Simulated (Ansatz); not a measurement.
Steps of a relaxation of `[CH3][GeH]([SiH3])[SH]` with RKS PBE-D4/def2-SVP.

```sh
$ ansatz run in.yaml --threads 4 --pin off --events-out ev --progress --plain --max-ram 10444MiB
```

```yaml
crystal:
  periodic: [false, false, false]
  atoms:
    - {symbol: C, position_ang: [-0.849500, 1.590400, -0.293200]}
    - {symbol: Ge, position_ang: [-0.628600, -0.244700, 0.118500]}
    - {symbol: Si, position_ang: [1.583600, -0.605400, 0.540200]}
    - {symbol: S, position_ang: [-1.177900, -1.478200, -1.610700]}
    - {symbol: H, position_ang: [-0.293200, 1.895900, -1.214500]}
    - {symbol: H, position_ang: [-0.581400, 2.273900, 0.555300]}
    - {symbol: H, position_ang: [-1.945400, 1.815700, -0.512500]}
    - {symbol: H, position_ang: [-1.425600, -0.602900, 1.359500]}
    - {symbol: H, position_ang: [2.036400, 0.235800, 1.739300]}
    - {symbol: H, position_ang: [2.408700, -0.240300, -0.607400]}
    - {symbol: H, position_ang: [1.816700, -2.027700, 0.888200]}
    - {symbol: H, position_ang: [-0.866900, -2.667700, -0.928500]}
basis:
  gaussian: {orbitals: def2-SVP}
hamiltonian: {xc: pbe, dispersion: d4}
relax: {f_tol: 0.03, max_steps: 200}
```

Positions (Å) and forces (eV/Å) along the path, 5 of 5 steps:

```xyz
12
step=1 energy=-76366.4448 eV
C    -0.850    1.590   -0.293   -1.351    1.917   -0.726
Ge   -0.629   -0.245    0.118   -0.037   -0.138    0.526
Si    1.584   -0.605    0.540    0.870    0.081    1.188
S    -1.178   -1.478   -1.611   -0.156   -1.299   -0.276
H    -0.293    1.896   -1.214   -0.015   -0.117    0.375
H    -0.581    2.274    0.555    0.111   -0.410   -0.299
H    -1.945    1.816   -0.512    0.785   -0.204    0.141
H    -1.426   -0.603    1.359   -0.521   -0.195    0.483
H     2.036    0.236    1.739   -0.082   -0.185   -0.273
H     2.409   -0.240   -0.607    0.475    0.191   -0.681
H     1.817   -2.028    0.888    0.134   -0.428    0.064
H    -0.867   -2.668   -0.928   -0.212    0.787   -0.522
12
step=2 energy=-76366.7127 eV
C    -0.948    1.635   -0.337   -0.234    0.741   -0.190
Ge   -0.598   -0.207    0.169   -0.204   -0.307    0.094
Si    1.700   -0.660    0.604    0.121    0.170    0.336
S    -1.236   -1.438   -1.606    0.067   -0.453    0.024
H    -0.361    1.925   -1.235   -0.013   -0.069    0.114
H    -0.660    2.309    0.499    0.013   -0.058   -0.084
H    -2.028    1.827   -0.562    0.318   -0.245    0.101
H    -1.510   -0.592    1.369    0.017   -0.006    0.100
H     2.165    0.171    1.783   -0.008   -0.068   -0.081
H     2.522   -0.288   -0.584    0.103    0.067   -0.204
H     1.961   -2.103    0.927   -0.087   -0.087   -0.005
H    -0.929   -2.633   -0.992   -0.093    0.316   -0.205
12
step=3 energy=-76366.7362 eV
C    -0.934    1.645   -0.336   -0.077    0.094   -0.067
Ge   -0.619   -0.226    0.176    0.068   -0.041    0.063
Si    1.710   -0.621    0.624   -0.074   -0.100   -0.040
S    -1.251   -1.467   -1.621    0.038    0.053    0.066
H    -0.341    1.914   -1.232   -0.002   -0.054    0.005
H    -0.641    2.321    0.492   -0.006   -0.051    0.019
H    -2.008    1.800   -0.557   -0.001    0.011   -0.008
H    -1.507   -0.600    1.408    0.027    0.012   -0.065
H     2.201    0.187    1.799   -0.021   -0.012   -0.007
H     2.520   -0.252   -0.591   -0.009   -0.010    0.017
H     1.905   -2.086    0.924    0.047    0.042   -0.005
H    -0.958   -2.670   -1.049    0.010    0.055    0.021
12
step=4 energy=-76366.7412 eV
C    -0.947    1.649   -0.341    0.019    0.048    0.011
Ge   -0.613   -0.217    0.184    0.004    0.011   -0.004
Si    1.708   -0.642    0.619   -0.025   -0.009   -0.021
S    -1.237   -1.445   -1.617    0.021   -0.007    0.057
H    -0.346    1.912   -1.233    0.001   -0.022    0.000
H    -0.666    2.326    0.489   -0.009   -0.006   -0.002
H    -2.019    1.795   -0.573   -0.011   -0.013   -0.002
H    -1.503   -0.594    1.410    0.005    0.000   -0.023
H     2.194    0.167    1.795    0.011   -0.006    0.005
H     2.518   -0.271   -0.595   -0.010   -0.002    0.013
H     1.921   -2.103    0.919   -0.003    0.016   -0.007
H    -0.933   -2.633   -1.023   -0.004   -0.008   -0.026
12
step=5 energy=-76366.7418 eV
C    -0.948    1.654   -0.340    0.011    0.009   -0.008
Ge   -0.612   -0.212    0.187   -0.004   -0.011    0.014
Si    1.706   -0.644    0.617   -0.005    0.012    0.004
S    -1.232   -1.446   -1.608   -0.004   -0.001   -0.012
H    -0.342    1.912   -1.229   -0.001   -0.003   -0.002
H    -0.674    2.333    0.491   -0.003   -0.006    0.000
H    -2.020    1.794   -0.579   -0.001   -0.008   -0.001
H    -1.506   -0.591    1.409    0.003    0.003    0.001
H     2.196    0.162    1.793    0.015   -0.005    0.005
H     2.515   -0.272   -0.597   -0.006    0.002    0.002
H     1.921   -2.105    0.915   -0.011    0.000   -0.007
H    -0.928   -2.640   -1.026    0.007    0.006    0.005
```

It took 8 s on 4 threads of an AMD EPYC 7R43 on a shared host, with 0.19 GiB of host memory at the peak.
